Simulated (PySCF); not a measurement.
Choosing a molecule for a target property.

Species are written as SMILES; each is one conformer at its optimised geometry, gas phase, non-relativistic unless stated; the electronic structure was computed with PySCF and density fitting.

Dipoles, sizes and rotational constants follow the conformer. The torsions of the flexible species, by atom-mapped SMILES:
- `[CH3:1][SiH2:2][CH:3]=[O:4]`: C1–Si2–C3–O4 -1°
- `[CH3:1][CH2:2][c:3]1[cH:4][cH:5][o:6][c:7]1[C:8](=[O:9])[Br:10]`: C1–C2–C3–C4 -99°, O6–C7–C8–O9 178°

The conformers of `[SiH3]O[SiH]1CC=CC1` aren't listed.

(1) Wanted: lowest triplet excitation (Tamm–Dancoff) above 3 eV (TDA B3LYP/def2-SVPD) and lowest singlet excitation above 5 eV (TDDFT B3LYP/def2-SVPD), at PBE0-D3(BJ)/def2-SVP geometries. Which candidate meets both?
A. `C#Cc1cccc2c1C=C[SiH2]2`
B. `O=C[SiH2]C`
C. `BrC(=O)c1c(CC)cco1`
D. `[SiH3]O[SiH]1CC=CC1`

## Answers

(1) D. Computed values:
```csv
species,lowest triplet excitation (Tamm–Dancoff),lowest singlet excitation
O=C[SiH2]C,2.57 eV,3.25 eV
C#Cc1cccc2c1C=C[SiH2]2,2.89 eV,4.05 eV
BrC(=O)c1c(CC)cco1,3.15 eV,4.27 eV
[SiH3]O[SiH]1CC=CC1,4.33 eV,6.20 eV
```
